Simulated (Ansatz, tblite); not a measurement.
Removing an electron: pentafluorobenzenesulfonate, `O=S(=O)([O-])c1c(F)c(F)c(F)c(F)c1F`. Total charge -1; singlet. Geometry: PBE-D4/def2-SVP. Ansatz, gas phase; energy differences of separate SCF runs; the oxidised species was run as a doublet alone.

Cartesian coordinates in Å:
```
O -0.188 3.182 -0.074
S -1.161 2.200 -0.635
O -2.499 2.178 0.018
O -1.172 2.072 -2.122
C -0.351 0.560 -0.135
C -0.951 -0.409 0.679
F -2.181 -0.264 1.192
C -0.285 -1.606 1.009
F -0.878 -2.529 1.795
C 1.005 -1.848 0.520
F 1.647 -2.989 0.831
C 1.624 -0.890 -0.298
F 2.865 -1.125 -0.768
C 0.942 0.296 -0.614
F 1.584 1.171 -1.398
```

The xTB rows come from tblite. HOMO above LUMO, or a gap near zero within one spin, warns that the state may not be the lowest or that an electron is smeared out.

| level | −HOMO (eV) | vertical IE (eV) | −LUMO (eV) | HOMO–LUMO gap (eV) |
| --- | --- | --- | --- | --- |
| GFN1-xTB | 8.85 | 11.72 | 5.22 | 3.63 |
| PBE0-D4/def2-SVP | 2.73 | 4.95 | -2.41 | 5.14 |

(1) Estimate the rows for GFN2-xTB, PBE-D4/def2-SVP.

## Answers

(1) 
| level | −HOMO (eV) | vertical IE (eV) | −LUMO (eV) | HOMO–LUMO gap (eV) | remarks |
| --- | --- | --- | --- | --- | --- |
| GFN2-xTB | 7.20 | 10.44 | 4.97 | 2.22 | – |
| PBE-D4/def2-SVP | 0.92 | 4.23 | -1.90 | 2.82 | gap within one spin near zero (doublet) |

Relaxing the oxidised species (PBE-D4/def2-SVP) changes its energy by -0.16 eV at PBE-D4/def2-SVP, so the adiabatic ionisation energy to this nearest minimum is 4.07 eV. At PBE0-D4/def2-SVP it is 4.59 eV. The gap within one spin of the relaxed charge 0 doublet nearly closes, so an electron or hole may be smeared out by delocalisation error.    Raw xTB energy differences between charge states are shifted by several eV; the methods need an empirical correction for them.
